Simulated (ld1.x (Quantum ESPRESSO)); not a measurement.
## Logarithmic derivatives: strontium (Sr), PAW

- Element: strontium
- Generator: ld1.x (Quantum ESPRESSO) 7.5
- Type: PAW
- Functional: PBE
- Relativity: scalar-relativistic
- Frozen core: [Ar] 3d10 4s2
- Valence charge: 8
- Reference configuration: 4p6 4d0 5s0 5p0 (charge +2)
- Partial waves: 5s (bound, empty): rcut 2.60, rcutus 3.34 bohr; 5s channel at 3.35 Ry: rcut 2.60, rcutus 3.34 bohr; 4p (bound): rcut 2.74, rcutus 3.08 bohr; 5p (bound, empty): rcut 2.74, rcutus 3.08 bohr; 4d (bound, empty): rcut 3.42, rcutus 3.90 bohr; 4d channel at 1.05 Ry: rcut 3.42, rcutus 3.90 bohr
- Local potential: all-electron potential smoothed inside 2.40 bohr (lloc = -1)
- Core correction: Bessel-smoothed model core inside 2.10 bohr
- Augmentation charge: PSQ, inside the norm-conserving radii

The phase is arctan(r·u′/u) with u = r·R(r), unwrapped; energies in Ry, scanned from -5 to 5 Ry. A pole is an energy at which the radial function vanishes at the test radius. The pseudo phase is shifted by a multiple of π to meet the all-electron one at the reference energy, and phase errors are pseudo minus all-electron; the curves can meet again beyond the range given. Levels narrower than the energy grid can be missing from the lists of poles. Where the grid stepped over a known ghost or core level, its pole and its step of π were put in at the level’s energy.

```
channel  radius (bohr)  reference energy (Ry)  poles, all-electron      poles, pseudo  unbroken range about the reference energy with phases within 0.05 rad  phase error 1 Ry above the reference energy (rad)
      s           4.24                  -1.00   -4.02, -0.51, 2.71        -0.51, 2.70                                                            -4.0 to 0.6                                             -0.005
      p           4.24                  -0.72    -2.67, 0.07, 3.43  -2.67, 0.05, 2.48                                                              below 0.7                                             -0.011
      d           4.24                  -0.98    -0.86, 1.26, 4.77  -0.86, 1.26, 4.75                                                             below -0.1                                             -0.068
```

The ghost test of this file was not conclusive. Its overlap operator is not positive definite in a basis up to 400 Ry (lowest eigenvalue s -0.01), so the file is unfit for use: the generalised eigenproblem breaks down once the basis is large enough, and its test numbers describe a broken file.

Phases in the s channel:

```tsv
E (Ry)	all-electron	pseudo
-5.00	4.592	1.450
-4.74	4.588	1.446
-4.48	4.582	1.441
-4.22	4.576	1.436
-3.96	1.433	1.429
-3.70	1.423	1.422
-3.44	1.414	1.413
-3.18	1.404	1.403
-2.92	1.391	1.391
-2.66	1.375	1.374
-2.40	1.353	1.353
-2.14	1.323	1.322
-1.88	1.273	1.272
-1.62	1.178	1.177
-1.36	0.904	0.902
-1.10	-0.487	-0.488
-0.84	-1.351	-1.352
-0.58	-1.542	-1.543
-0.32	-1.633	-1.636
-0.06	-1.705	-1.710
0.20	-1.786	-1.796
0.46	-1.917	-1.940
0.72	-2.246	-2.330
0.98	-3.409	-3.600
1.24	-4.246	-4.293
1.50	-4.474	-4.491
1.76	-4.571	-4.580
2.02	-4.628	-4.632
2.28	-4.666	-4.669
2.54	-4.696	-4.697
2.80	-4.721	-4.722
3.06	-4.744	-4.745
3.32	-4.768	-4.768
3.58	-4.796	-4.796
3.84	-4.830	-4.832
4.10	-4.879	-4.888
4.36	-4.966	-5.001
4.62	-5.174	-5.410
4.88	-6.054	-7.118
```
